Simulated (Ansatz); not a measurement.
Rb₂Cl₂⁺. The state is a doublet with charge 1. Geometry B3LYP-D4/def2-TZVP, that of the neutral singlet; atoms count from 1.

Cartesian coordinates in Å:
```
Rb 0.041 -2.040 0.686
Rb -0.042 2.040 -0.685
Cl 1.974 0.332 0.868
Cl -1.974 -0.332 -0.868
```

In the def2 sets Rb takes a core potential; there is no spin–orbit coupling. The structure comes from a short search, and lower isomers may exist.

Q: Estimate the Mulliken populations from the PBE0/def2-TZVP orbitals of Ansatz.

A: 
| atom | charge (e) | spin (α − β) |
| --- | --- | --- |
| Rb1 | 0.86 | -0.01 |
| Rb2 | 0.86 | -0.01 |
| Cl3 | -0.36 | 0.51 |
| Cl4 | -0.36 | 0.51 |
Mulliken values and Mayer orders depend strongly on the basis.

Q: Where does the spin sit?

A: Summed by element: Rb -0.02, Cl 1.02, of 1 unpaired in all. Largest on single atoms: Cl3 0.51, Cl4 0.51, Rb1 -0.01.
